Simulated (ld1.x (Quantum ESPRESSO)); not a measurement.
## In (Z = 49): excitation energies, all-electron against TM

| Quantity | Value |
| --- | --- |
| Element | In (Z = 49) |
| Generator | ld1.x (Quantum ESPRESSO) 7.5 |
| Type | norm-conserving Troullier–Martins (Kleinman–Bylander form) |
| Functional | PBE |
| Relativity | scalar-relativistic |
| Frozen core | [Kr] 4d10 |
| Valence charge | 3 |
| Reference configuration | 5s1 5p0 (charge +2) |
| Partial waves | 5s (bound): rc 2.36 bohr; 5p (bound, empty): rc 1.95 bohr; 5d channel at 0.2 Ry: rc 2.00 bohr |
| Local potential | the d channel |
| Core correction | Bessel-smoothed model core inside 1.40 bohr |

Energies are relative to the spin-unpolarised reference configuration 5s1 5p0; without spin polarisation the order of configurations can differ from experiment.

| valence configuration | charge | ΔE all-electron (eV) | error AE − PS (meV) |
| --- | --- | --- | --- |
| 5s2 5p1 | 0 | -24.598 | -173 |
| 5s2 5p0 | +1 | -19.235 | -103 |
| 5s2 5p0.5 | +0.5 | -22.657 | -145 |
| 5s1 5p2 | 0 | -18.757 | -81 |
| 5s1 5p1 | +1 | -12.642 | -35 |
| 5s2 5p1.3 | -0.3 | -25.130 | -182 |

Q: What are ΔE and the potential's error for 5s0 5p3?

A: ΔE = -12.651 eV all-electron; the error (AE − PS) is -30 meV.

Note: ghost states, extra bound levels that the all-electron valence spectrum of the same l lacks: s at -471.3 eV, p at -263.5 eV. A true bound ghost makes a file unfit for plane-wave use.
